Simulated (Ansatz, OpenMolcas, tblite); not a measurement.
## BNH3ClO (SMILES NB(O)Cl): the vertical electron affinity, rung by rung

BNH3ClO: 7 atoms, total charge 0, spin state singlet. As SMILES, `NB(O)Cl`. The shape is that of a PBE0-D4/def2-TZVP optimisation. This is one conformer, not always the lowest.

Each level gives the vertical electron affinity (to the doublet anion) (eV). The values are calculated.

The electron affinity is E(neutral) − E(anion): positive where the electron is bound.

```
           level                   kind     program  value (eV)
        GFN2-xTB         semi-empirical      tblite        0.65
    HF/def2-SVPD           Hartree–Fock      Ansatz       -1.59
 SVWN5/def2-SVPD                    LDA  OpenMolcas       -0.75
revPBE/def2-SVPD                    GGA  OpenMolcas       -0.92
 M06-L/def2-SVPD               meta-GGA  OpenMolcas       -1.75
 B3LYP/def2-SVPD          global hybrid  OpenMolcas       -0.91
 BHLYP/def2-SVPD          global hybrid  OpenMolcas       -1.16
   MP2/def2-SVPD    perturbation theory      Ansatz       -1.19
  CCSD/def2-SVPD  coupled cluster or CI      Ansatz       -1.19
```

Where it was recorded, the anion's HOMO is positive in HF/def2-SVPD, SVWN5/def2-SVPD, revPBE/def2-SVPD, M06-L/def2-SVPD, B3LYP/def2-SVPD, BHLYP/def2-SVPD: a fault of the level (basis or self-interaction), which says nothing on whether the real anion is bound. The values span -1.75 to 0.65 eV. The xTB values lack the empirical shift that such differences need. Negative values mean that the anion is unbound at that level; they are set by how diffuse the basis is and aren't properties of the molecule, whose anion may well be bound.
